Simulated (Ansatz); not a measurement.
Reaction (ligand exchange at a B–O bond): `O[SiH2]OBF` + `[NH2][GeH2][OH]` → `[NH2][GeH2][O]BF` + `O[SiH2]O`

Program: Ansatz. Geometries: PBE0-D4/def2-TZVP. ΔE: electronic, gas phase. CBS: MP2 limit from def2 TZ/QZ plus the TZ coupled-cluster correction, frozen cores. Functionals use def2-TZVPP. For Ge outer-core shells are correlated without core-valence functions, which leaves a few kJ/mol of doubt a bond. Scalar relativity is left out up to krypton. Each species was taken in one conformer, which may not be the lowest.

```tsv
species	revPBE energy (Eh)
`O[SiH2]OBF`	-567.20652
`[NH2][GeH2][OH]`	-2209.87269
`[NH2][GeH2][O]BF`	-2334.68319
`O[SiH2]O`	-442.40388
```

(1) Work out ΔE.

Largest T1 diagnostic among the species: 0.013.

## Answers

(1) ΔE = (-2334.68319) + (-442.40388) − (-567.20652) − (-2209.87269) = -0.00786 Eh = -4.9 kcal/mol. CCSD(T)/CBS gives -4.6 kcal/mol.

At CCSD(T), def2-SVP lies −1.3 kcal/mol from the extrapolated value and def2-TZVPP −0.7 kcal/mol. Leaving LDA and LC-ωPBE aside and taking each functional with its dispersion term where it has one, the values, not all of them listed here, spread over 0.7 kcal/mol, from PBE-D4 to BHLYP-D4. In def2-TZVPP, CCSD(T) changes the Hartree–Fock value by −1.5 kcal/mol (the triples alone add −0.3 kcal/mol) and MP2 by −1.6 kcal/mol.
